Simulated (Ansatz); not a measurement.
Breaking the Mg1–H2 bond in MgH (multiplicity 2 held). Energies count from the point at 1.743 Å.


Unrestricted levels (U-) break spin symmetry where that is lower. Active spaces are followed from rest. Full CI gives the lowest state of the spin. Levels need not reach the same state.

Frozen-core correlation.

Programs: Ansatz (Gaussian basis) for Hartree–Fock, density functionals and correlated methods. Each number belongs to the level named beside it.

The comparison value is 1.229 eV (FCI/def2-SVP). Full CI is exact for the correlated electrons in its own basis alone.

Problem. Order these levels by the size of their error in the energy at R = 6.971 Å, against full CI in the same basis, smallest first: U-MP2/def2-SVP, CASSCF(3,5)/def2-SVP, U-HF/def2-SVP, SC-NEVPT2 on CASSCF(3,5)/def2-SVP. Give each level's value less the comparison value.

Solution. U-MP2/def2-SVP (0.039 eV), U-HF/def2-SVP (-0.074 eV), SC-NEVPT2 on CASSCF(3,5)/def2-SVP (-0.121 eV), CASSCF(3,5)/def2-SVP (-0.252 eV)

Ansatz is an electronic-structure program.
